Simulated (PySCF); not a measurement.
# Computed structure and properties of [Yb(H2S)]3+

System: [Yb(H2S)]3+ (singlet in the valence; each metal's 4f electrons, 13 of them, lie in its core potential, out of spins and levels); start: template (Cs). Method: PySCF 2.14.0, RKS TPSS, Yb lcecp-1-SVP with ECP59, S def2-SVP, H def2-SVP; non-relativistic Hamiltonian with scalar-relativistic core potentials where named; density fitting; no spin-orbit coupling.

Input of the relaxation:

```python
mol = gto.M(atom='''
Yb     0.00000    -0.00727    -0.46261
S      0.00000    -0.00727     2.33489
H      0.97000     0.74273     2.88489
H     -0.97000     0.74273     2.88489''',
    basis={'Yb': 'lcecp-1-SVP', 'S': 'def2-SVP', 'H': 'def2-SVP'},
    ecp={'Yb': 'lcecp-1-SVP'},
    charge=3, spin=0)
mf = dft.RKS(mol, xc='TPSS')
mf.grids.atom_grid = (50, 194)  # f atoms: unpruned, at least (60, 302)
mf = mf.density_fit()  # fitting sets: Yb AutoAux, S def2-universal-JKFIT, H def2-universal-JKFIT
mf.conv_tol = 1e-08; mf.max_cycle = 55
mf.kernel(dm0)  # dm0: converged density of the start geometry
# quasi-Newton relaxation in Cartesian coordinates to a largest gradient under 0.00045 Eh/bohr, steps kept in the point group
```

Run from Python with OMP_NUM_THREADS=2; the lines above give its settings. Where DIIS fails, smearing, a level shift and second-order steps follow.
It took 9.7 s on 2 threads of Arm Neoverse V2 (shared host), from the converged density of the start.

Course of the relaxation:

```tsv
step	energy above end (eV)	largest force component within the symmetry (eV/Å)
0	0.1017	1.046
1	0.0167	0.358
2	0.0062	0.237
3	0.0009	0.112
4	0.0001	0.056
5	0.0000	0.008
6	0.0000	0.004
```

Relaxed geometry (Cs):

```xyz
4

Yb    0.0000    0.0175   -0.3685
S     0.0000   -0.0186    2.3438
H     1.0554    0.7360    2.8334
H    -1.0554    0.7360    2.8334
```

| contact | Å |
| --- | --- |
| Yb1–S2 (H2S) | 2.713 |

On the finer grid (75, 302):

| Quantity | Value |
| --- | --- |
| HOMO | -23.66 eV |
| LUMO | -21.02 eV |
| Dipole about the centre of mass | 3.32 D |
| Set of Mulliken populations of Yb1 outside the core potential | s 2.19, p 6.07, d 0.43, f 0.00 |
| D3(BJ) dispersion energy (not in the energies) | -0.139 eV |

| atom | Mulliken (e) | Löwdin (e) | spin (e) |
| --- | --- | --- | --- |
| Yb1 | 2.31 | 2.09 | 0.00 |
| S2 | 0.06 | 0.59 | 0.00 |
| H3 | 0.31 | 0.16 | 0.00 |
| H4 | 0.31 | 0.16 | 0.00 |

The 4f levels lie in the core potential and are missing. Their spin isn't counted.

No frequency check is given for this geometry.

Taking off one H2S (charge 0, singlet; the rest: singlet) in vacuum, both parts rigid, costs 5.19 eV; the small basis without counterpoise inflates it. Parting with an electron moved from the ligand to the metal can be far cheaper, even downhill.

Rigid scan of H2S along the line from its metal:

```
distance to S2 (Å)  energy (eV)
              2.41        0.384
              2.51        0.148
              2.61        0.032
              2.71        0.000
              2.81        0.024
              2.91        0.085
              3.11        0.263
```

One start shape was tried, so this needn't be the lowest isomer.

An lcecp potential fixes the number of 4f electrons, so in runs with it no electron can move into or out of that shell.
